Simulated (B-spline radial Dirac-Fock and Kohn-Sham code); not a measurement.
# W⁴⁺: M4-N67N67 lines in intermediate coupling

System: W⁴⁺ in the configuration [Xe] 4f14 5d2.

Method: Dirac-Fock energy differences between relaxed states, corrected for Breit and QED terms. Computed with an atomic code on a B-spline grid. The two-hole levels come from diagonalising the Coulomb interaction among the jj configurations; intensities are independent-particle Coulomb rates. Kinetic energies are from the vacuum level. Correlation and solid-state effects are left out. Open outer shells are spectators and are not coupled to the holes.

```csv
kinetic energy (eV),J,leading jj holes (weight),leading LS term (weight)
1714.1,0,N6N6 (0.71),¹S0 (0.92)
1721.7,2,N6N6 (0.57),³P2 (0.58)
1722.1,1,N6N7 (1.00),³P1 (1.00)
1722.4,0,N7N7 (0.71),³P0 (0.92)
1722.8,6,N6N7 (0.92),¹I6 (0.99)
1724.0,2,N7N7 (0.41),³P2 (0.40)
1725.4,4,N6N6 (0.89),¹G4 (0.48)
1726.9,2,N7N7 (0.58),³F2 (0.71)
1726.9,3,N6N7 (1.00),³F3 (1.00)
1727.3,4,N6N7 (0.89),³H4 (0.50)
1728.2,5,N6N7 (1.00),³H5 (1.00)
1729.1,4,N7N7 (0.99),³F4 (0.58)
1730.2,6,N7N7 (0.92),³H6 (0.99)
```

The intensity is shared as follows: 1722.8 eV 50.0 %, 1725.4 eV 19.9 %, 1728.2 eV 11.2 %, 1727.3 eV 8.0 %, 1724.0 eV 2.7 %, 1726.9 eV 2.6 %, 1721.7 eV 2.6 %, 1730.2 eV 1.7 %, 1714.1 eV 0.7 %, 1722.1 eV 0.4 %, 1726.9 eV 0.2 %, 1729.1 eV 0.1 %, 1722.4 eV 0.0 %.

The strongest line, by its leading LS label ¹I6, lies at 1722.8 eV. The mean weight of the leading component is 0.81 in jj and 0.77 in LS coupling, so jj labels describe these levels better.
